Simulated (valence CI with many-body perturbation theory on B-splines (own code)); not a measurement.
## Energy levels of Ir XXVII

Computed by relativistic CI+MBPT: five valence electrons over a frozen Dirac-Fock core [Kr] 4d10, a basis of 7 s, 7 p, 7 d, 7 f, 4 g, 2 h functions for each j, with the one-electron correlation potential Σ1 (screened to all orders), the two-electron term Σ2, the three-electron term Σ3, Breit, model QED; selected single and double excitations, second order for the rest, scaled by the run's own slope (own B-spline code, finite nucleus).

The last digits are not significant, and no measured levels were compared; by estimate large intervals hold to a few tenths of a per cent, small ones and those within an open d or f shell to about a per cent. Among the levels kept, up to 980 cm⁻¹ of a level comes from second order outside the variational space, and about a tenth of that is noise between levels of different J, which matters for small intervals. Only levels of the ground parity were solved; by the run's estimate the other parity begins above the list, which can be wrong where configurations are misplaced.

Levels 181 to 194 of 194, with energies above the lowest level, 4f5 6H°_5/2. "Leading %" is the weight of the configuration and term that name the level; weights of strongly mixed levels are sums over their largest components and can fall short.

| No. | Configuration | Term | J | E (eV) | Leading % | Second component |
| --- | --- | --- | --- | --- | --- | --- |
| 181 | 4f5 | 2G° | 9/2 | 33.682 | 43 | 30 % 4f5 4G° |
| 182 | 4f5 | 2K° | 15/2 | 34.164 | 99 |  |
| 183 | 4f5 | 2G° | 7/2 | 34.662 | 40 | 34 % 4f5 2F° |
| 184 | 4f5 | 2D° | 3/2 | 35.143 | 77 | 15 % 4f5 2P° |
| 185 | 4f5 | 2K° | 13/2 | 35.795 | 88 | 10 % 4f5 2I° |
| 186 | 4f5 | 2D° | 5/2 | 36.915 | 72 | 19 % 4f5 2F° |
| 187 | 4f5 | 2F° | 7/2 | 37.546 | 77 | 17 % 4f5 2G° |
| 188 | 4f5 | 2F° | 5/2 | 37.899 | 94 | 5 % 4f5 4F° |
| 189 | 4f5 | 2G° | 9/2 | 38.161 | 57 | 41 % 4f5 2H° |
| 190 | 4f5 | 2G° | 7/2 | 38.876 | 79 | 18 % 4f5 2F° |
| 191 | 4f5 | 2P° | 3/2 | 39.710 | 90 | 9 % 4f5 2D° |
| 192 | 4f5 | 2P° | 1/2 | 39.847 | 98 |  |
| 193 | 4f5 | 2H° | 9/2 | 40.593 | 55 | 43 % 4f5 2G° |
| 194 | 4f5 | 2H° | 11/2 | 41.148 | 98 |  |

Names give the largest LS component (configuration and term), which can be under half, so a name can repeat, a term be missing and a line seem to break the LS rules; names also repeat where a configuration has a term twice.

Where two levels of one J and parity lie close, their mixing, g and order are uncertain.
